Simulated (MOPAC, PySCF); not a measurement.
Breaking a bond: SnS, singlet. Each curve is given relative to its own lowest point near equilibrium.

```csv
R / Å,A,B,C
1.77,104.9,84.0,111.3
1.88,49.1,42.1,55.6
1.99,18.0,16.6,23.3
2.06,7.2,7.1,11.2
2.16,0.5,0.6,2.1
2.20,0.0,0.0,0.5
2.28,1.8,1.3,0.0
2.35,5.8,4.8,1.8
2.45,9.7,12.3,6.9
2.56,14.6,22.6,14.7
2.75,24.4,42.1,30.9
2.96,35.6,63.4,49.4
3.33,47.5,95.6,78.4
3.62,50.5,114.4,96.3
3.96,52.2,129.5,112.3
4.41,53.6,145.9,127.0
4.83,54.4,148.0,135.8
5.43,55.1,149.7,143.3
5.95,55.3,150.7,146.9
6.67,55.5,151.5,149.4
7.73,55.6,152.2,—
8.85,55.6,152.6,—
```

Energies in kcal/mol.

Problem. Which curve belongs to which method? The methods are PM7, restricted, heats of formation run with MOPAC; PySCF with restricted PBE/def2-SVP, def2 effective core potentials past Kr; PySCF 2.14.0 with UHF/def2-SVP, def2 effective core potentials past Kr.

Solution. A is UHF; B is PM7; C is RKS-PBE.

Dashes: no converged value, or the column stops at the first point that the program doubted or that broke a chosen test of continuity, which isn't proof of a fault.

The restricted form behind RKS-PBE, PM7 keeps the bonding electrons paired and can't separate into open-shell fragments. The unrestricted solution behind UHF changes between 2.96 and 3.33 Å, which can leave a kink. The unrestricted determinant behind UHF is spin-contaminated at 2.35 to 8.85 Å (<S²> up to 2.0, against 0.00 for a pure singlet).
